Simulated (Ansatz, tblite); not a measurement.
AsH3 (SMILES [H][As]([H])[H]): methods side by side

AsH3 has 4 atoms, charge 0, and is taken as a singlet. As SMILES, `[H][As]([H])[H]`. The shape comes from GFN2-xTB, which is rough for such elements, and wasn't checked as a minimum.

```xyz
4

As   -0.0044    0.0055    0.6560
H     1.2165   -0.0297   -0.2079
H    -0.5828    1.0611   -0.2323
H    -0.6294   -1.0369   -0.2157
```

Quantity: the vertical electron affinity (to the doublet anion), in eV. The values are calculated.

The electron affinity is E(neutral) − E(anion): positive where the electron is bound.

| level | kind | program | value (eV) | less FCI/STO-3G | CPU time (all runs) |
| --- | --- | --- | --- | --- | --- |
| IPEA1-xTB | semi-empirical | tblite | 2.42 | +13.62 | under 2 s |
| HF/STO-3G | Hartree–Fock | Ansatz | -10.84 | +0.36 | 0.38 s |
| PBE/STO-3G | GGA | Ansatz | -9.79 | +1.41 | 8.4 s |
| r2SCAN/STO-3G | meta-GGA | Ansatz | -9.77 | +1.43 | 16 s |
| r2SCAN0/STO-3G | hybrid meta-GGA | Ansatz | -9.79 | +1.41 | 10 s |
| wB97X/STO-3G | range-separated hybrid | Ansatz | -9.86 | +1.34 | 22 s |
| B2PLYP/STO-3G | double hybrid | Ansatz | -10.25 | +0.95 | 4.3 s |
| CCSDTQ/STO-3G | coupled cluster or CI | Ansatz | -11.20 | 0.00 | 92 s |
| FCI/STO-3G | exact in the basis | Ansatz | -11.20 | 0.00 | 0.77 s |

FCI/STO-3G is exact within its basis and frozen core, so for wave-function methods in that basis the difference is their error; functionals converge differently with the basis, so for them it is only a difference. All-electron rows without a relativistic Hamiltonian named are non-relativistic. The values span -11.20 to 2.42 eV. The xTB values lack the empirical shift that such differences need. All rows use very small basis sets, so even the best lies far from the true value. In the correlated wave-function rows the outer d shell of As is correlated, in sets not made for it. Negative values mean that the anion is unbound at that level; they are set by how diffuse the basis is and aren't properties of the molecule. CPU times are rough (shared hosts, several kinds of processor): they show what a rung costs within a factor of a few.
